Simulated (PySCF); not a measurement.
Molecule: `C#C/C(=C/C#CC#N)N=C`, C₈H₄N₂.

Bonds (- single, = double, # triple, : aromatic): C1#C2, C2-C3, C3=C4, C4-C5, C5#C6, C6-C7, C7#N8, C3-N9, N9=C10. C1 carries H11; C4 carries H12; C10 carries H13, H14. Stereochemistry as in C#C/C(=C/C#CC#N)N=C. H13 is cis to C3; H14 is trans to C3.

Frames of a GFN2-xTB Langevin trajectory at 300 K; GIAO PBE0/pcSseg-1 shieldings in PySCF 2.14, gas phase, non-relativistic; equivalent atoms averaged within each frame.

References, each an isolated molecule treated in the same way: TMS for $^{13}$C (σref 186.93); NH3 for $^{15}$N (σref 267.73). The references are static minima.

Task: How do the shifts (ppm) fluctuate along the trajectory?

Result: 
```csv
time (fs),C10,C3,C7,C1,C4,C6,C2,C5,N9,N8
250,162.9,158.0,114.6,109.1,105.7,83.9,83.2,82.4,405.5,330.8
425,155.2,165.2,111.7,111.6,99.8,89.3,88.6,90.5,410.9,328.1
625,162.1,150.0,118.0,103.2,84.7,88.7,81.0,87.1,425.3,357.4
800,166.1,155.7,112.9,102.9,99.5,84.3,84.6,87.2,436.1,332.8
1000,167.7,171.9,114.0,104.4,89.3,85.2,88.4,86.3,423.1,341.3
mean of frames,162.8,160.2,114.2,106.2,95.8,86.3,85.2,86.7,420.2,338.1
standard deviation,4.8,8.5,2.4,3.9,8.5,2.5,3.3,2.9,12.1,11.9
```

5 frames give an uncertainty of the mean of about the standard deviation over 2.2 at best, since frames this close in time may not be independent; classical motion lacks zero-point vibration, and the reference would need the same averaging.
